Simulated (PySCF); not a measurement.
NS, multiplicity 2. Atoms are numbered in the order given.

```xyz
2

N      0.0000     0.0000    -1.0368
S      0.0000     0.0000     0.4536
```
Charge 0, spin multiplicity 2.

Geometry optimised at B3LYP-D3(BJ)/def2-TZVPD.

Calculation: B3LYP-D3(BJ)/def2-TZVPD (PySCF).

Frequencies are harmonic and unscaled.

```csv
mode,ν (cm⁻¹),IR (km/mol),moving atoms (share of kinetic energy)
1,1257,6.9,"N 70 %, S 30 %"
```
